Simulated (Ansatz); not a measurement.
Pulling on the C4–H5 bond in CH5Bi (SMILES [CH3][BiH2]) (multiplicity 1 held, fragments rigid). Energies count from the point at 1.088 Å.
Geometry at that point (charge 0, multiplicity 1):
```xyz
7

Bi    -0.114    -0.139     0.143
H      0.101    -1.456    -1.066
H     -1.634     0.379    -0.672
C      1.159     1.324    -1.063
H      0.995     2.324    -0.668
H      0.876     1.281    -2.111
H      2.204     1.045    -0.942
```

R- and RO- levels are restricted; in cc, def2 and unpolarised 6-31G sets they are followed outwards from rest. U- levels take the lowest unrestricted solution at each point, which mixes spins at long bonds. Active spaces are followed from a long bond inwards. Curves can end on different states.

Correlated levels freeze the cores. Filled d and f shells under p-block atoms count as core.

Run with Ansatz (Gaussian basis) for Hartree–Fock, density functionals and correlated methods. Values without a source in brackets are computed. In def2 rows elements past Kr take small-core potentials, without spin–orbit coupling.

Energies in kcal/mol.

```json
[
 {"R (Å)": "0.870", "R-HF/def2-SVP": "31.7", "U-MP2/def2-SVP": "33.3", "U-CCSD/def2-SVP": "33.4", "R-CCSDT/def2-SVP": "33.6", "R-CCSDT(Q)/def2-SVP": "33.6", "FIC-MRCISD+Q on CASSCF(2,2)/def2-SVP": "33.5"},
 {"R (Å)": "0.979", "R-HF/def2-SVP": "6.3", "U-MP2/def2-SVP": "7.1", "U-CCSD/def2-SVP": "7.2", "R-CCSDT/def2-SVP": "7.3", "R-CCSDT(Q)/def2-SVP": "7.3", "FIC-MRCISD+Q on CASSCF(2,2)/def2-SVP": "7.3"},
 {"R (Å)": "1.088", "R-HF/def2-SVP": "0.0", "U-MP2/def2-SVP": "0.0", "U-CCSD/def2-SVP": "0.0", "R-CCSDT/def2-SVP": "0.0", "R-CCSDT(Q)/def2-SVP": "0.0", "FIC-MRCISD+Q on CASSCF(2,2)/def2-SVP": "0.0"},
 {"R (Å)": "1.197", "R-HF/def2-SVP": "4.0", "U-MP2/def2-SVP": "3.3", "U-CCSD/def2-SVP": "3.1", "R-CCSDT/def2-SVP": "3.0", "R-CCSDT(Q)/def2-SVP": "3.0", "FIC-MRCISD+Q on CASSCF(2,2)/def2-SVP": "3.0"},
 {"R (Å)": "1.305", "R-HF/def2-SVP": "13.6", "U-MP2/def2-SVP": "12.1", "U-CCSD/def2-SVP": "11.7", "R-CCSDT/def2-SVP": "11.4", "R-CCSDT(Q)/def2-SVP": "11.3", "FIC-MRCISD+Q on CASSCF(2,2)/def2-SVP": "11.4"},
 {"R (Å)": "1.469", "R-HF/def2-SVP": "32.3", "U-MP2/def2-SVP": "29.7", "U-CCSD/def2-SVP": "28.7", "R-CCSDT/def2-SVP": "28.0", "R-CCSDT(Q)/def2-SVP": "28.0", "FIC-MRCISD+Q on CASSCF(2,2)/def2-SVP": "28.1"},
 {"R (Å)": "1.632", "R-HF/def2-SVP": "52.5", "U-MP2/def2-SVP": "48.6", "U-CCSD/def2-SVP": "46.6", "R-CCSDT/def2-SVP": "45.5", "R-CCSDT(Q)/def2-SVP": "45.4", "FIC-MRCISD+Q on CASSCF(2,2)/def2-SVP": "45.5"},
 {"R (Å)": "1.904", "R-HF/def2-SVP": "84.0", "U-MP2/def2-SVP": "87.5", "U-CCSD/def2-SVP": "73.7", "R-CCSDT/def2-SVP": "70.7", "R-CCSDT(Q)/def2-SVP": "70.6", "FIC-MRCISD+Q on CASSCF(2,2)/def2-SVP": "70.7"},
 {"R (Å)": "2.176", "R-HF/def2-SVP": "110.9", "U-MP2/def2-SVP": "102.7", "U-CCSD/def2-SVP": "93.7", "R-CCSDT/def2-SVP": "88.9", "R-CCSDT(Q)/def2-SVP": "88.7", "FIC-MRCISD+Q on CASSCF(2,2)/def2-SVP": "88.7"},
 {"R (Å)": "2.502", "R-HF/def2-SVP": "137.0", "U-MP2/def2-SVP": "109.4", "U-CCSD/def2-SVP": "106.4", "R-CCSDT/def2-SVP": "102.2", "R-CCSDT(Q)/def2-SVP": "101.7", "FIC-MRCISD+Q on CASSCF(2,2)/def2-SVP": "101.6"},
 {"R (Å)": "2.937", "R-HF/def2-SVP": "163.7", "U-MP2/def2-SVP": "112.0", "U-CCSD/def2-SVP": "111.2", "R-CCSDT/def2-SVP": "110.0", "R-CCSDT(Q)/def2-SVP": "109.2", "FIC-MRCISD+Q on CASSCF(2,2)/def2-SVP": "109.2"},
 {"R (Å)": "3.481", "R-HF/def2-SVP": "187.5", "U-MP2/def2-SVP": "112.9", "U-CCSD/def2-SVP": "112.3", "R-CCSDT/def2-SVP": "112.9", "R-CCSDT(Q)/def2-SVP": "111.7", "FIC-MRCISD+Q on CASSCF(2,2)/def2-SVP": "112.0"}
]
```

Doubts at one or more of the structures used: a restricted determinant that unrestricted orbitals would lower (R-HF/def2-SVP, R-CCSDT/def2-SVP, R-CCSDT(Q)/def2-SVP); a spin-contaminated determinant (U-MP2/def2-SVP, U-CCSD/def2-SVP); T1 above 0.05 (U-CCSD/def2-SVP, R-CCSDT/def2-SVP, R-CCSDT(Q)/def2-SVP); other coupled-cluster roots lie near (R-CCSDT/def2-SVP, R-CCSDT(Q)/def2-SVP).

Ansatz is a program for electronic structure.
